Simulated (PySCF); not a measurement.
C2H5BO2Si, SMILES C#C[SiH2]B(O)O, GFN2-xTB optimised geometry.

```
11

C      2.54    -0.71    -2.80
C      2.14    -0.45    -1.69
Si     1.48    -0.05     0.00
B     -0.49    -0.05     0.00
O     -1.14     1.13     0.00
O     -1.14    -1.24     0.00
H      2.90    -0.94    -3.76
H      2.11    -1.06     0.88
H      2.10     1.24     0.35
H     -2.11     1.12    -0.01
H     -2.11    -1.23    -0.01
```

Density from CAM-B3LYP/def2-TZVP run with PySCF at that geometry.

Minimum of the electron density along straight lines between bonded atoms, close to the bond critical point (lines longer than 1.1 times the sum of covalent radii, or with two minima, are not listed):

| bond | length / Å | ρ at the minimum / e bohr⁻³ | ∇²ρ there / e bohr⁻⁵ | position (fraction from the first atom) |
|---|---|---|---|---|
| C1–C2 | 1.203 | 0.427 | -1.31 | 0.52 |
| C2–Si3 | 1.861 | 0.112 | 0.27 | 0.61 |
| Si3–B4 | 1.972 | 0.122 | -0.04 | 0.39 |
| B4–O5 | 1.355 | 0.211 | 0.97 | 0.33 |
| B4–O6 | 1.355 | 0.212 | 0.98 | 0.33 |
| C1–H7 | 1.053 | 0.299 | -1.15 | 0.66 |
| Si3–H8 | 1.477 | 0.123 | 0.15 | 0.49 |
| Si3–H9 | 1.475 | 0.124 | 0.16 | 0.49 |
| O5–H10 | 0.961 | 0.357 | -2.44 | 0.81 |
| O6–H11 | 0.961 | 0.357 | -2.43 | 0.81 |
